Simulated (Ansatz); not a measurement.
```yaml
crystal:
  periodic: [false, false, false]
  atoms:
    - {symbol: N, position_ang: [-0.431991, 1.363751, -0.293802]}
    - {symbol: P, position_ang: [0.441327, 0.462493, 0.872908]}
    - {symbol: Zn, position_ang: [0.182854, -1.736574, 0.329316]}
    - {symbol: F, position_ang: [-0.101977, -3.435776, -0.047572]}
    - {symbol: H, position_ang: [-1.285907, 1.762120, 0.062635]}
    - {symbol: H, position_ang: [-0.547979, 1.027342, -1.235538]}
    - {symbol: H, position_ang: [1.743684, 0.556654, 0.312053]}
basis:
  gaussian: {orbitals: def2-TZVP}
magnetization: {spin_polarized: true, initial_magnetization: 0}
hamiltonian: {xc: {name: PBEsol}, dispersion: d3bjatm}
```

```sh
$ ansatz run in.yaml --threads 2 --pin off --events-out ev --progress --plain --max-ram 4352MiB
```

It prints (some lines left out):

```
Functional definition: PBEsol
1173 factors; their error is unknown
mean field evaluation 1: about -61869.5741 eV, gradient 7.2e1 eV
mean field evaluation 2: about -61746.8939 eV, gradient 1.9e2 eV
mean field evaluation 4: about -61882.4746 eV, gradient 2.8e1 eV
mean field evaluation 8: about -61884.6568 eV, gradient 2.5e-1 eV
mean field evaluation 16: about -61884.6389 eV, gradient 2.5e-3 eV
mean field -61884.63891052 eV, -2274.2185330468 hartree, gradient 2.7e-5 eV, S^2 0.000000; 0 other end points of the search recorded, 0 dependent functions left out
reference -61884.63895672 eV, -2274.2185347446 hartree; 32, 32 occupied and 133, 133 virtual orbitals, 1173 factors
Total energy: -61884.69645503 eV, -2274.2206477684 hartree
```

Hardware: 2 threads of an Arm Neoverse V1 on a shared host. Wall time 4.7 s, peak host memory 0.43 GiB.
